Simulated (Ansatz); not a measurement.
C₅H₁₀O₃ (`C1COCOCCO1`), one more setting.

```yaml
crystal:
  periodic: [false, false, false]
  atoms:
    - {symbol: C, position_ang: [-1.426378, -0.664859, -0.841611]}
    - {symbol: C, position_ang: [-0.204926, -1.679543, -0.774340]}
    - {symbol: O, position_ang: [0.484297, -1.747514, 0.531738]}
    - {symbol: C, position_ang: [1.531623, -0.765415, 0.803784]}
    - {symbol: O, position_ang: [1.075759, 0.442374, 1.488547]}
    - {symbol: C, position_ang: [0.682085, 1.600816, 0.658822]}
    - {symbol: C, position_ang: [-0.819457, 1.579581, 0.138371]}
    - {symbol: O, position_ang: [-1.039122, 0.743002, -1.057683]}
    - {symbol: H, position_ang: [-2.076344, -0.957435, -1.744188]}
    - {symbol: H, position_ang: [-2.068469, -0.773355, 0.110002]}
    - {symbol: H, position_ang: [0.543826, -1.423688, -1.614536]}
    - {symbol: H, position_ang: [-0.606338, -2.738364, -0.968638]}
    - {symbol: H, position_ang: [2.254051, -1.278309, 1.531019]}
    - {symbol: H, position_ang: [2.079525, -0.485089, -0.176465]}
    - {symbol: H, position_ang: [0.816567, 2.523329, 1.330306]}
    - {symbol: H, position_ang: [1.392109, 1.712074, -0.244232]}
    - {symbol: H, position_ang: [-1.519137, 1.260439, 0.997567]}
    - {symbol: H, position_ang: [-1.099670, 2.651970, -0.168460]}
basis:
  gaussian: {orbitals: def2-SVPD, final_grid: {core_spheres: 20, valence_spheres: 16, degree: 47}}
total_charge: -1
magnetization: {spin_polarized: false, initial_magnetization: 1}
hamiltonian: {xc: {name: wPBEh}}
output: {forces: true}
```

```sh
$ ansatz run in.yaml --threads 2 --pin off --events-out ev --progress --plain --max-ram 22528MiB --backend cpu
```

It prints (some lines left out):

```
Functional definition: wPBEh
2040 factors; their error is unknown
252 factors; integrals over basis functions are off by at most 2.4e-7 eV
mean field evaluation 1: about -11463.1829 eV, gradient 3.5e1 eV
mean field evaluation 2: about -11462.0348 eV, gradient 4.0e1 eV
mean field evaluation 4: about -11465.9533 eV, gradient 2.9e0 eV
mean field evaluation 8: about -11465.9884 eV, gradient 4.2e-1 eV
mean field evaluation 16: about -11465.9265 eV, gradient 7.3e-3 eV
mean field evaluation 32: about -11465.9265 eV, gradient 3.7e-5 eV
mean field -11465.92647935 eV, -421.3650262318 hartree, gradient 1.1e-5 eV, S^2 0.750000; 11 other end points of the search recorded, 0 dependent functions left out
reference -11465.92653385 eV, -421.3650282350 hartree; 33, 32 occupied and 216, 217 virtual orbitals, 2040 factors
Total energy: -11465.92653385 eV, -421.3650282350 hartree
Atom 0 at    -1.426378    -0.664859    -0.841611 Å, force     0.578600     0.306440     0.359090 eV/Å
Atom 1 at    -0.204926    -1.679543    -0.774340 Å, force     0.026433     0.584434     0.238261 eV/Å
Atom 2 at     0.484297    -1.747514     0.531738 Å, force     0.683938     1.474573    -1.187997 eV/Å
Atom 3 at     1.531623    -0.765415     0.803784 Å, force    -0.759412     0.282408    -0.176381 eV/Å
Atom 4 at     1.075759     0.442374     1.488547 Å, force     0.198553    -0.329836    -1.975658 eV/Å
Atom 5 at     0.682085     1.600816     0.658822 Å, force    -0.271597    -0.516563    -0.242835 eV/Å
Atom 6 at    -0.819457     1.579581     0.138371 Å, force     0.313147    -0.674013    -0.069130 eV/Å
Atom 7 at    -1.039122     0.743002    -1.057683 Å, force    -0.299979    -0.718605     1.831146 eV/Å
Atom 8 at    -2.076344    -0.957435    -1.744188 Å, force     0.798085     0.351971     0.905660 eV/Å
Atom 9 at    -2.068469    -0.773355     0.110002 Å, force     0.847890     0.175162    -1.219226 eV/Å
Atom 10 at     0.543826    -1.423688    -1.614536 Å, force    -0.922271    -0.308745     1.121271 eV/Å
Atom 11 at    -0.606338    -2.738364    -0.968638 Å, force     0.377931     1.105743     0.288570 eV/Å
Atom 12 at     2.254051    -1.278309     1.531019 Å, force    -0.991803     0.604764    -0.771234 eV/Å
Atom 13 at     2.079525    -0.485089    -0.176465 Å, force    -0.781233    -0.337101     1.254468 eV/Å
Atom 14 at     0.816567     2.523329     1.330306 Å, force    -0.192909    -1.005021    -0.633944 eV/Å
Atom 15 at     1.392109     1.712074    -0.244232 Å, force    -0.893584    -0.200211     1.168159 eV/Å
Atom 16 at    -1.519137     1.260439     0.997567 Å, force     0.903331     0.377000    -1.130378 eV/Å
Atom 17 at    -1.099670     2.651970    -0.168460 Å, force     0.384881    -1.172399     0.240158 eV/Å
Dipole moment:     0.373516    -0.202660     0.232196 e Å
```

Hardware: 2 threads of an AMD EPYC 7R13 on a shared host. Wall time 120 s, peak host memory 1.7 GiB.
